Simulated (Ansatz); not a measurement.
Geometry optimisation, RKS B3LYP/def2-SVP in Ansatz 0.2.0.

Input file:

```yaml
crystal:
  periodic: [false, false, false]
  atoms:
    - { symbol: Al, position_ang: [0.0, 0.0, 0.0] }
    - { symbol: "N", position_ang: [0.0, 0.0, 1.92] }
    - { symbol: H, position_ang: [-0.877, -0.2713, 2.45] }
    - { symbol: H, position_ang: [0.877, 0.2713, 2.45] }
    - { symbol: O, position_ang: [1.5415, 0.0, -0.89] }
    - { symbol: H, position_ang: [1.8414, -0.9519, -1.0449] }
    - { symbol: O, position_ang: [-1.5415, 0.0, -0.89] }
    - { symbol: H, position_ang: [-2.0512, -0.8467, -0.6815] }
basis:
  gaussian: { orbitals: def2-SVP }
hamiltonian:
  xc: b3lyp
relax:
  f_tol: 0.02
  max_steps: 40
```

Command:

```bash
$ ansatz run input.yaml --threads 1 --pin off --max-ram 2048MiB --backend cpu --events-out ev --progress --plain --runs-dir out
```

Where does it end, and by what steps?

It converged. After 10 steps the energy has fallen by 0.885 eV; H6 moved furthest, 0.70 Å.

```json
{"step": "0", "energy less start (eV)": "0.0000", "largest force component (eV/Å)": "1.880", "accepted": "yes"}
{"step": "1", "energy less start (eV)": "-0.4878", "largest force component (eV/Å)": "1.430", "accepted": "yes"}
{"step": "2", "energy less start (eV)": "-0.6283", "largest force component (eV/Å)": "1.081", "accepted": "yes"}
{"step": "3", "energy less start (eV)": "-0.7387", "largest force component (eV/Å)": "0.697", "accepted": "yes"}
{"step": "4", "energy less start (eV)": "-0.8255", "largest force component (eV/Å)": "0.285", "accepted": "yes"}
{"step": "5", "energy less start (eV)": "-0.8678", "largest force component (eV/Å)": "0.247", "accepted": "yes"}
{"step": "6", "energy less start (eV)": "-0.8704", "largest force component (eV/Å)": "0.261", "accepted": "yes"}
{"step": "7", "energy less start (eV)": "-0.8727", "largest force component (eV/Å)": "0.284", "accepted": "yes"}
{"step": "8", "energy less start (eV)": "-0.8844", "largest force component (eV/Å)": "0.033", "accepted": "yes"}
{"step": "9", "energy less start (eV)": "-0.8848", "largest force component (eV/Å)": "0.023", "accepted": "yes"}
{"step": "10", "energy less start (eV)": "-0.8848", "largest force component (eV/Å)": "0.002", "accepted": "yes"}
```

```xyz
8
Properties=species:S:1:pos:R:3
Al 0.063 -0.266 0.129
N -0.042 0.010 1.872
H -0.888 0.048 2.430
H 0.771 0.154 2.463
O 1.616 -0.289 -0.568
H 1.775 -0.429 -1.504
O -1.289 -0.508 -0.881
H -2.214 -0.517 -0.627
```

Time of the run: 17 s on 1 thread of Intel(R) Xeon(R) 6975P-C (Granite Rapids) (shared host), peak memory 0.16 GiB.
